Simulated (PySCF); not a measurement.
## [Dy(CO)]2+ at several levels of theory

Computed with PySCF 2.14.0 (density fitting, no spin-orbit coupling) at the geometry relaxed with PBE0:

```xyz
3
[Dy(CO)]2+ (singlet in the valence; each metal's 4f electrons, 10 of them, lie in its core potential, out of spins and levels)
Dy    0.0000    0.0000   -0.6456
C     0.0000    0.0000    2.1568
O     0.0000    0.0000    3.2718
```

| level | basis | state | HOMO (eV) | gap (eV) | charge on Dy1 (e) | population of f-type functions on Dy1 (polarisation alone where 4f lies in the core) | dipole about the centre of mass (D) | largest force component (eV/Å) |
| --- | --- | --- | --- | --- | --- | --- | --- | --- |
| PBE0 | Dy lcecp-0-SVP with ECP56, C def2-SVP, O def2-SVP | singlet | – | – | 1.82 | 0.00 | 2.13 | 0.00 |
| CAM-B3LYP | the same | singlet | – | – | 1.81 | 0.00 | 2.17 | 0.27 |
| wB97X | the same | singlet | – | – | 1.83 | 0.00 | 2.26 | 0.04 |

In the lcecp rows the 4f levels are missing from HOMO and gap, and the state counts the valence alone.

Charges are Mulliken's, which hang on the basis. The relaxation used the grid (50, 194), these runs (75, 302) or, all-electron (x2c bases, spin-free X2C Hamiltonian), (99, 590).

Question: What does PBE0 with Dy lcecp-0-TZVP with ECP56, C def2-TZVP, O def2-TZVP give here?

Answer: state singlet, charge on Dy1 (e) 1.87, population of f-type functions on Dy1 (polarisation alone where 4f lies in the core) 0.00, dipole about the centre of mass (D) 2.07, largest force component (eV/Å) 0.66. Time: 5.4 s on 2 threads of Arm Neoverse V2, with other jobs on the host, from free ions and atoms.

An lcecp potential fixes the number of 4f electrons, so in runs with it no electron can move into or out of that shell; real Dy(II) is rare or takes another configuration.
